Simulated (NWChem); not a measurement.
The numbers come from NWChem runs, not from measurements. System: CF₂, charge 0, spin multiplicity 3, displaced from the optimised geometry. The structure started from a generated list of species. Its SCF solution wasn't tested for a lower state. Level: ULDA (SVWN5)/def2-TZVP.

The NWChem input:

```
start mol
memory heap 200 mb stack 900 mb global 1100 mb
geometry units angstroms nocenter noautoz
  F      1.169733     0.000000    -0.167974
  C      0.000000     0.000000     0.503921
  F     -1.169733     0.000000    -0.167974
  symmetry group C2v
end
basis spherical
  * library def2-tzvp
end
dft
  xc slater vwn_5
  odft
  mult 3
  semidirect memsize 60000000 filesize 0
  iterations 100
  convergence damp 70 ncydp 30
end
task dft gradient
```

NWChem printed:

```
             Northwest Computational Chemistry Package (NWChem) 7.3.0
             --------------------------------------------------------

                                NWChem Input Module
                                -------------------

 Scaling coordinates for geometry "geometry" by  1.889725989
 (inverse scale =  0.529177249)

 Turning off AUTOSYM since
 SYMMETRY directive was detected!

                             Geometry "geometry" -> ""
                             -------------------------

 Output coordinates in angstroms (scale by  1.889725989 to convert to a.u.)

  No.       Tag          Charge          X              Y              Z
 ---- ---------------- ---------- -------------- -------------- --------------
    1 F                    9.0000     1.16973300     0.00000000    -0.16797400
    2 C                    6.0000     0.00000000     0.00000000     0.50392100
    3 F                    9.0000    -1.16973300     0.00000000    -0.16797400

 Effective nuclear repulsion energy (a.u.)      60.6883810071

            Nuclear Dipole moment (a.u.)
            ----------------------------
        X                 Y               Z
 ---------------- ---------------- ----------------
     0.0000000000     0.0000000000    -0.0000113384

      Symmetry information
      --------------------

 Group name             C2v
 Group number             16
 Group order               4
 No. of unique centers     2

      Symmetry unique atoms

     1    2


 Summary of "ao basis" -> "" (spherical)
 ------------------------------------------------------------------------------
       Tag                 Description            Shells   Functions and Types
 ---------------- ------------------------------  ------  ---------------------
 *                         def2-tzvp                  on all atoms

                                 NWChem DFT Module
                                 -----------------

 Summary of "ao basis" -> "ao basis" (spherical)
 ------------------------------------------------------------------------------
       Tag                 Description            Shells   Functions and Types
[...]
     2   1 1 0      0.000000      0.000000      0.000000      0.000000
     2   1 0 1      0.000000      0.000000     -0.000000      0.000000
     2   0 2 0    -11.621379     -7.084309     -4.537070      0.000000
     2   0 1 1      0.000000      0.000000      0.000000      0.000000
     2   0 0 2    -11.219224    -11.805490     -6.668326      7.254592

            General Information
            -------------------
          SCF calculation type: DFT
          Wavefunction type:  spin polarized.
          No. of atoms     :     3
          No. of electrons :    24
           Alpha electrons :    13
            Beta electrons :    11
          Charge           :     0
          Spin multiplicity:     3
          Use of symmetry is: on ; symmetry adaption is: on
          Maximum number of iterations: 100
          AO basis - number of functions:    93
                     number of shells:    33
          Convergence on energy requested:  1.00D-06
          Convergence on density requested:  1.00D-05
          Convergence on gradient requested:  5.00D-04

              XC Information
              --------------
                        Slater Exchange Functional  1.000 local
                      VWN V Correlation Functional  1.000 local

             Grid Information
             ----------------
          Grid used for XC integration:  medium
          Radial quadrature: Mura-Knowles
          Angular quadrature: Lebedev.
          Tag              B.-S. Rad. Rad. Pts. Rad. Cut. Ang. Pts.
          ---              ---------- --------- --------- ---------
          F                   0.50       49           7.0       434
          C                   0.70       49           6.0       434
          Grid pruning is: on
          Number of quadrature shells:    98
          Spatial weights used:  Erf1

          Convergence Information
          -----------------------
          Convergence aids based upon iterative change in
          total energy or number of iterations.
          Levelshifting, if invoked, occurs when the
          HOMO/LUMO gap drops below (HL_TOL):  1.00D-02
          DIIS, if invoked, will attempt to extrapolate
          using up to (NFOCK): 10 stored Fock matrices.

                    Damping(70%)  Levelshifting(0.5)       DIIS
                  --------------- ------------------- ---------------
          dE  on:    start            ASAP                start
          dE off:   30 iters        100 iters           100 iters

      Screening Tolerance Information
      -------------------------------
          Density screening/tol_rho:  1.00D-10
          AO Gaussian exp screening on grid/accAOfunc:  14
          CD Gaussian exp screening on grid/accCDfunc:  20
          XC Gaussian exp screening on grid/accXCfunc:  20
          Schwarz screening/accCoul:  1.00D-08

                            NWChem DFT Gradient Module
                            --------------------------

  charge          =   0.00
  wavefunction    = open shell

  Using symmetry

                         DFT ENERGY GRADIENTS

    atom               coordinates                        gradient
                 x          y          z           x          y          z
   1 F       2.210475   0.000000  -0.317425    0.031550   0.000000  -0.015287
   2 C       0.000000   0.000000   0.952273    0.000000   0.000000   0.030575
   3 F      -2.210475   0.000000  -0.317425   -0.031550  -0.000000  -0.015287

                 ----------------------------------------
                 |  Time  |  1-e(secs)   |  2-e(secs)   |
                 ----------------------------------------
                 |  CPU   |       0.00   |       2.27   |
                 ----------------------------------------
                 |  WALL  |       0.00   |       2.27   |
                 ----------------------------------------

 Task  times  cpu:        5.1s     wall:        5.1s

 Total times  cpu:        5.2s     wall:        5.2s
```
